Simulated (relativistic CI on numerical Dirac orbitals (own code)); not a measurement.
Calculated at this level of theory: Dirac-Coulomb-Breit CI, orbitals from a KLI potential per configuration, model QED (radiative potential, 1s self-energy scaled to tabulated hydrogen-like ionisation energies), unscaled Slater integrals (own radial code, finite nucleus).

CI space (outside the closed core [Ne]): 3s²3p⁶3d¹⁰, 3s²3p⁶3d⁹4s, 3s²3p⁶3d⁹4p, 3s²3p⁶3d⁹4d, 3s²3p⁶3d⁸4s², 3s²3p⁶3d⁹4f, 3s²3p⁶3d⁸4s4p, 3s²3p⁵3d¹⁰4s, 3s²3p⁶3d⁹5s, 3s²3p⁶3d⁸4p², 3s²3p⁶3d⁹5p, 3s²3p⁶3d⁸4s4d, 3s²3p⁵3d¹⁰4p, 3s²3p⁶3d⁹5d, 3s²3p⁶3d⁸4p4d, 3s²3p⁶3d⁹5f, 3s²3p⁶3d⁹5g, 3s²3p⁵3d⁹4s², 3s²3p⁶3d⁹6s, 3s²3p⁵3d¹⁰4d, 3s²3p⁶3d⁹6p, 3s²3p⁶3d⁸4d², 3s3p⁶3d¹⁰4s, 3s²3p⁶3d⁹6d, 3s²3p⁵3d⁹4s4p, 3s²3p⁵3d⁹4p², 3s3p⁶3d¹⁰4p, 3s²3p⁵3d¹⁰4f, 3s²3p⁵3d⁹4s4d, 3s3p⁶3d⁹4s², 3s²3p⁵3d¹⁰5s, 3s²3p⁵3d⁹4p4d, 3s3p⁶3d⁹4s4p, 3s²3p⁵3d¹⁰5p, 3s3p⁶3d¹⁰4d, 3s²3p⁴3d¹⁰4s². Levels of other configurations are missing.

At this charge energies of transitions that change n are usually good to better than 1 %, and those within a shell (Δn = 0) to a few per cent.

Outline of the computed level scheme of Ru XVII. Lowest level of each configuration: 3s²3p⁶3d¹⁰ ¹S0 at 0.000 eV; 3s²3p⁶3d⁹4s ³D3 at 261.876 eV; 3s²3p⁶3d⁹4p ³P°2 at 295.016 eV; 3s²3p⁶3d⁹4d ³S1 at 352.988 eV; 3s²3p⁶3d⁹4f ³P°0 at 410.416 eV.

Some strong electric-dipole decays among the lowest 45 levels: 3s²3p⁶3d⁹4p ¹P°1 → 3s²3p⁶3d¹⁰ ¹S0 (6.2e+11 s⁻¹); 3s²3p⁶3d⁹4p ³D°1 → 3s²3p⁶3d¹⁰ ¹S0 (1.2e+11 s⁻¹); 3s²3p⁶3d⁹4f ³H°5 → 3s²3p⁶3d⁹4d ³G4 (6.4e+10 s⁻¹); 3s²3p⁶3d⁹4f ³H°6 → 3s²3p⁶3d⁹4d ³G5 (6.4e+10 s⁻¹); 3s²3p⁶3d⁹4d ³G4 → 3s²3p⁶3d⁹4p ³F°3 (6.3e+10 s⁻¹); 3s²3p⁶3d⁹4d ³G5 → 3s²3p⁶3d⁹4p ³F°4 (6.0e+10 s⁻¹); 3s²3p⁶3d⁹4d ¹G4 → 3s²3p⁶3d⁹4p ³F°3 (5.9e+10 s⁻¹); 3s²3p⁶3d⁹4f ³G°5 → 3s²3p⁶3d⁹4d ³F4 (5.4e+10 s⁻¹).

LS names give the leading component of a level, which can be under half, so a name can repeat, a term be missing and a line seem to break the LS rules.
